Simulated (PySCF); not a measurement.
Sn(vinyl)I3, C2H3I3Sn.
Structure used (PBE0-D3(BJ)/def2-SVP), in Å, numbered top down from 1:
```xyz
9
C2H3I3Sn angstrom
Sn    -0.104    0.324   -1.239
C     -0.164    0.356    0.890
C      0.269   -0.670    1.622
H     -0.574    1.262    1.349
H      0.675   -1.587    1.180
H      0.234   -0.638    2.718
I      2.430    0.313   -2.145
I     -1.371    2.481   -2.220
I     -1.262   -1.911   -2.181
```

Method used: TDDFT B3LYP/def2-SVPD, vertical, gas phase, core orbitals frozen in the response, def2 core potentials past Kr in PySCF 2.14.0, density-fitted response routines. Spin–orbit coupling is left out.

Ground-to-excited transition dipoles (e·a0, same axes as the geometry; the sign carries no meaning), for the states with f of 0.002 or more among the lowest 8:

```json
{"state": "S2", "E (eV)": "3.471", "μx": "0.374", "μy": "0.159", "μz": "0.027"}
{"state": "S3", "E (eV)": "3.575", "μx": "0.222", "μy": "-0.491", "μz": "0.067"}
{"state": "S4", "E (eV)": "3.702", "μx": "-0.101", "μy": "0.076", "μz": "0.510"}
{"state": "S5", "E (eV)": "3.791", "μx": "-0.322", "μy": "-0.346", "μz": "0.007"}
{"state": "S6", "E (eV)": "3.800", "μx": "0.337", "μy": "-0.245", "μz": "0.132"}
{"state": "S7", "E (eV)": "4.580", "μx": "-0.459", "μy": "-0.204", "μz": "-0.014"}
{"state": "S8", "E (eV)": "4.692", "μx": "-0.098", "μy": "0.166", "μz": "0.049"}
```

(1) Work out the oscillator strengths.

(2) Which bond between heavy atoms lies closest to the direction of the S7 transition dipole?

(3) What angle do the transition dipoles of S2 and S4 make?

(4) What peak molar absorption coefficient would the strongest computed level give as a lone Gaussian band 0.4 eV wide at half height?

Answers

(1) f = (2/3) ΔE |μ|² with ΔE in hartree (27.2114 eV).

```tsv
state	|μ|² (au)	|μ| (D)	f
S2	0.166	1.03	0.014
S3	0.295	1.38	0.026
S4	0.276	1.34	0.025
S5	0.223	1.20	0.021
S6	0.191	1.11	0.018
S7	0.253	1.28	0.028
S8	0.040	0.51	0.005
```

(2) Sn1–I7, at 32° from it; next Sn1–I9 at 42°.

(3) |cos θ| = |μa·μb| / (|μa| |μb|) = 0.06, so θ ≈ 87° (taken between 0 and 90°, since the signs are arbitrary).

(4) ε(max) = 2.175×10⁸ f / FWHM, with the width in cm⁻¹. S7: 2.175×10⁸ × 0.0283 / 3226 ≈ 1900 L mol⁻¹ cm⁻¹.

The vertical ionisation energy (ΔSCF) is 9.07 eV, 4.38 eV above S8.

One conformer stands for the species.
